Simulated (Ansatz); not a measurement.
Reaction (redistribution): `O=BF` + `CNBCl` → `O=BCl` + `CNBF`

Isolated molecules relaxed with PBE0-D4/def2-TZVP in Ansatz; ΔE leaves out vibrations. CCSD(T)/CBS adds triple-zeta CCSD(T) − MP2 to the extrapolated MP2 energy (def2 sets, frozen cores). This one scheme is used for every species. DFT in def2-TZVPP. One conformer a species, not always the lowest.

Is it downhill or uphill in electronic energy at CCSD(T)/CBS, and by how much? (An estimate is asked.)

Ansatz gave: Downhill: ΔE = -0.12 eV.

What do these levels give: r2SCAN-D4, PBE0-D4, ωB97M-V, B2PLYP, r2SCANh, r2SCAN0, BHLYP, CCSD(T)/def2-SVP, HF/def2-TZVPP, SCS-MP2/def2-QZVPP, HF/CBS(def2), MP2/CBS(def2)? (Estimate.)

The calculation gave: r2SCAN-D4 -0.14, PBE0-D4 -0.12, ωB97M-V -0.13, B2PLYP -0.15, r2SCANh -0.14, r2SCAN0 -0.13, BHLYP -0.15, CCSD(T)/def2-SVP -0.20, HF/def2-TZVPP -0.13, SCS-MP2/def2-QZVPP -0.11, HF/CBS(def2) -0.12, MP2/CBS(def2) -0.09 eV.

What do rigid-rotor, harmonic-oscillator terms from PBE0-D4/def2-TZVP frequencies (298.15 K, 1 bar) make of the CCSD(T)/CBS value? (An estimate is asked.)

Ansatz gave: ΔZPE = 0.00 eV, ΔH = -0.12 eV, ΔS = 1 J/(mol·K), ΔG = -0.12 eV.

Largest T1 diagnostic among the species: 0.016.

At CCSD(T), def2-SVP lies −0.08 eV from the extrapolated value and def2-TZVPP −0.03 eV. Leaving LDA and LC-ωPBE aside and taking each functional with its dispersion term where it has one, the values, not all of them listed here, spread over 0.04 eV, from CAM-B3LYP-D4 to revPBE-D4.
